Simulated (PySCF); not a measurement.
**Trend along the third period: MCs molecules**

PBE0 with double-zeta basis sets in PySCF, for the lowest determinant that a PBE0 search found; no spin–orbit coupling. De refers to high-spin ground-configuration atoms. A positive dipole means M(−)Cs(+).

```json
{"M": "Na", "basis": "def2-SVP", "state (unpaired electrons)": "singlet (closed shell)", "Re (Å)": "3.934", "ωe (cm⁻¹)": "95.5", "De (eV)": "0.57", "μ (D)": "4.52"}
{"M": "Mg", "basis": "def2-SVP", "state (unpaired electrons)": "doublet (σ ↑)", "Re (Å)": "4.359", "ωe (cm⁻¹)": "60.9", "De (eV)": "0.14", "μ (D)": "2.27"}
{"M": "Al", "basis": "def2-SVP", "state (unpaired electrons)": "triplet (σ ↑, π ↑)", "Re (Å)": "3.711", "ωe (cm⁻¹)": "117", "De (eV)": "0.68", "μ (D)": "8.06"}
{"M": "Si", "basis": "def2-SVP", "state (unpaired electrons)": "quartet (σ ↑, π ↑↑)", "Re (Å)": "3.350", "ωe (cm⁻¹)": "165", "De (eV)": "1.68", "μ (D)": "10.28"}
{"M": "P", "basis": "def2-SVP", "state (unpaired electrons)": "triplet (π ↑↑)", "Re (Å)": "3.333", "ωe (cm⁻¹)": "168", "De (eV)": "1.23", "μ (D)": "9.02"}
{"M": "S", "basis": "def2-SVPD", "state (unpaired electrons)": "doublet (π ↑)", "Re (Å)": "3.142", "ωe (cm⁻¹)": "192", "De (eV)": "2.74", "μ (D)": "11.12"}
{"M": "Cl", "basis": "def2-SVPD", "state (unpaired electrons)": "singlet (closed shell)", "Re (Å)": "2.988", "ωe (cm⁻¹)": "206", "De (eV)": "4.41", "μ (D)": "11.03"}
```

The shortest bond is that of CsCl (2.988 Å), the longest that of CsMg (4.359 Å). CsCl is bound most strongly (4.41 eV) and CsMg least (0.14 eV).

The rows differ in basis set, which adds steps of its own.

The state changes along the series, so neighbouring rows are not always alike in their bonding.

Closed-shell solutions of metal pairs were not tested for spin polarisation, which can lower them a little. Weak bonds: CsMg. Basis-set superposition, not corrected here, can be much of De in a small basis, most of all at correlated wavefunction levels. Functionals without a dispersion term scatter widely for such bonds, and LDA overbinds them. These are scalar-relativistic numbers at best; spin–orbit coupling would shift them, the dissociation energy most. States were picked by a PBE0 search and need not be the measured ground states.
